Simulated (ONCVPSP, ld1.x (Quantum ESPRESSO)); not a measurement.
# Pseudopotentials across the periodic table

Generated with ld1.x 7.5 (TM, RRKJ, ultrasoft, PAW), atompaw 4.2 or ONCVPSP 4.0.1. The cutoff is in Ry: for ld1.x and atompaw files where the sum of valence levels is converged to 10 mRy in a Bessel basis, for ONCV files where the hardest occupied wave has 1 mHa per electron of residual kinetic energy. The error is the largest all-electron minus pseudo excitation energy over each file’s own four to seven test configurations (ionisations up to +4, promotions, holes and added fractions of an electron), all of which were solved. The labels leave out finer settings (local radius, basis sizes, second energies), which also bear on the numbers. Spin-polarised tests are not counted. The rows are a selection from randomly drawn settings: files with unsolved tests, undetermined cutoffs or missed reference levels are left out.

A true bound ghost makes a file unfit for plane-wave use even where its test errors are small: the radial tests pick states by their node count and pass the ghost by.

| element | potential | cutoff (Ry) | largest error (meV) | bound ghosts |
| --- | --- | --- | --- | --- |
| Kr | ONCV, PBE, scalar-relativistic, rc 0.85/0.80/0.55 (spd), local smoothed, core correction yes, reference 3s2 3p6 3d10 4s2 4p4.5, qcut 12.6/13.3/20.3, projectors 2/2/3 | 858 | +2.1 | none |
| Cs | ONCV, PBEsol, fully relativistic, rc 2.60/3.25/2.45 (spd), local smoothed, core correction no, reference 5s2 5p6 6s1, qcut 5.3/3.9/3.4, projectors 2/2/3 | 19 | -26 | none |
| Os | ONCV, PBE, non-relativistic, rc 1.90/1.70/1.70 (spd), local d, core correction yes, reference 5s2 5p6 5d6 6s2, qcut 7.7/7.2/7.6, projectors 2/2/0 | 36 | -201 | none |
| Tl | ONCV, PBE, scalar-relativistic, rc 1.50/1.35/1.60 (spd), local smoothed, core correction yes, reference 5s2 5p6 5d10 6s2, qcut 9.8/7.9/11.3, projectors 3/2/1 | 72 | -130 | none |

(1) Fill in the row for He: PAW, PBE, scalar-relativistic, rc 0.50/0.50 (sp), local smoothed, core correction no, reference 1s2.

(2) Fill in the row for Bi: ONCV, PBE, scalar-relativistic, rc 1.85/1.85/1.65/0.85 (spdf), local smoothed, core correction yes, reference 4f14 5d10 6s2 6p3, qcut 3.2/5.1/9.6/22.8, projectors 2/1/2/2.

Answers

(1) cutoff 120 Ry, largest error +0.2 meV, bound ghosts: none.

(2) cutoff 449 Ry, largest error -13 meV, bound ghosts: s, p.
